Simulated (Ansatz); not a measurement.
Steps of a relaxation of `N[Si](F)F` radical with UKS PBE0-D4/def2-TZVP.

```sh
$ ansatz run in.yaml --threads 2 --pin off --events-out ev --progress --plain --max-ram 22528MiB --backend cpu
```

```yaml
crystal:
  periodic: [false, false, false]
  atoms:
    - {symbol: N, position_ang: [-0.239315, 0.829264, 0.089404]}
    - {symbol: Si, position_ang: [0.170481, -0.784962, -0.412261]}
    - {symbol: F, position_ang: [1.744089, -1.006414, -0.012921]}
    - {symbol: F, position_ang: [-0.749124, -1.795460, 0.492121]}
    - {symbol: H, position_ang: [-1.228743, 1.097624, 0.058724]}
    - {symbol: H, position_ang: [0.344711, 1.595948, -0.261267]}
basis:
  gaussian: {orbitals: def2-TZVP}
magnetization: {spin_polarized: true, initial_magnetization: 1}
hamiltonian: {xc: pbe0, dispersion: d4}
relax: {f_tol: 0.005, max_steps: 150}
```

Positions (Å) and forces (eV/Å) along the path, 8 of 8 steps:

```xyz
6
step=1 energy=-14830.2097 eV
N    -0.239    0.829    0.089   -0.075   -0.080   -0.498
Si    0.170   -0.785   -0.412    0.338   -0.203    1.360
F     1.744   -1.006   -0.013   -1.312    0.169   -0.340
F    -0.749   -1.795    0.492    0.773    0.827   -0.762
H    -1.229    1.098    0.059    0.627   -0.203    0.021
H     0.345    1.596   -0.261   -0.351   -0.510    0.220
6
step=2 energy=-14830.2695 eV
N    -0.238    0.824    0.089    0.015   -0.218   -0.271
Si    0.169   -0.777   -0.405    0.246   -0.226    0.863
F     1.726   -0.999   -0.014   -0.830    0.105   -0.219
F    -0.740   -1.780    0.486    0.489    0.522   -0.486
H    -1.216    1.087    0.057    0.159   -0.054    0.032
H     0.341    1.580   -0.260   -0.078   -0.129    0.081
6
step=3 energy=-14830.2988 eV
N    -0.237    0.816    0.079   -0.017    0.003   -0.081
Si    0.171   -0.774   -0.393   -0.035    0.074   -0.056
F     1.699   -0.994   -0.014    0.116   -0.020    0.021
F    -0.723   -1.761    0.477   -0.069   -0.078    0.058
H    -1.212    1.078    0.061    0.028    0.019    0.024
H     0.344    1.571   -0.256   -0.023    0.003    0.035
6
step=4 energy=-14830.2977 eV rejected
N    -0.243    0.820    0.058    0.046   -0.115    0.048
Si    0.173   -0.775   -0.381   -0.035   -0.019   -0.201
F     1.709   -1.002   -0.017   -0.031    0.044    0.075
F    -0.727   -1.773    0.476    0.026    0.061    0.064
H    -1.216    1.085    0.067    0.007    0.017    0.005
H     0.346    1.580   -0.250   -0.013    0.011    0.009
6
step=5 energy=-14830.3001 eV
N    -0.239    0.815    0.069    0.002   -0.030   -0.040
Si    0.171   -0.775   -0.393    0.000    0.000   -0.003
F     1.703   -0.995   -0.014    0.001    0.003    0.005
F    -0.725   -1.764    0.479   -0.001    0.003    0.006
H    -1.213    1.080    0.065    0.003    0.014    0.015
H     0.345    1.574   -0.252   -0.005    0.011    0.017
6
step=6 energy=-14830.3006 eV
N    -0.241    0.813    0.053    0.006   -0.024   -0.006
Si    0.172   -0.779   -0.396   -0.005    0.018    0.002
F     1.704   -0.993   -0.011    0.005    0.001    0.001
F    -0.725   -1.762    0.481   -0.004   -0.002    0.002
H    -1.213    1.082    0.072   -0.003    0.003    0.001
H     0.346    1.576   -0.245    0.002    0.004    0.000
6
step=7 energy=-14830.3007 eV
N    -0.241    0.812    0.051   -0.002    0.006    0.000
Si    0.172   -0.779   -0.396    0.001   -0.003    0.000
F     1.704   -0.993   -0.011    0.000    0.001    0.000
F    -0.726   -1.762    0.481   -0.001    0.001    0.000
H    -1.213    1.082    0.073    0.000   -0.002    0.001
H     0.347    1.576   -0.244    0.001   -0.002    0.000
6
step=8 energy=-14830.3007 eV
N    -0.241    0.812    0.051    0.000    0.000    0.000
Si    0.172   -0.779   -0.396    0.000   -0.001    0.000
F     1.704   -0.992   -0.011    0.000    0.000    0.000
F    -0.726   -1.762    0.481    0.000    0.000    0.000
H    -1.213    1.082    0.073    0.000    0.000    0.000
H     0.347    1.576   -0.244    0.000    0.000    0.000
```

Run time 29 s (2 threads of an AMD EPYC 7R13 on a shared host); peak host memory 0.36 GiB.
